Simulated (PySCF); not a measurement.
A structure optimised at ωB97X-D3(BJ)/def2-SVP, used in a PySCF frequency run:

```
V
O 1 1.5408
O 1 1.7522 2 108.97
H 3 0.9649 1 121.89 2 0.00
O 1 1.7522 2 108.97 3 120.00
H 5 0.9649 1 121.89 2 0.00
O 1 1.7522 2 108.97 3 -120.00
H 7 0.9649 1 121.89 2 0.00
```
Charge 0, spin multiplicity 1.

### Question
Write its SMILES, formula and point group.

### Answer
[O]=[V]([OH])([OH])[OH], H₃O₄V, C3v

### Question
What are its rotational constants (standard atomic weights)?

### Answer
3.9437, 3.9437, 3.3853 GHz
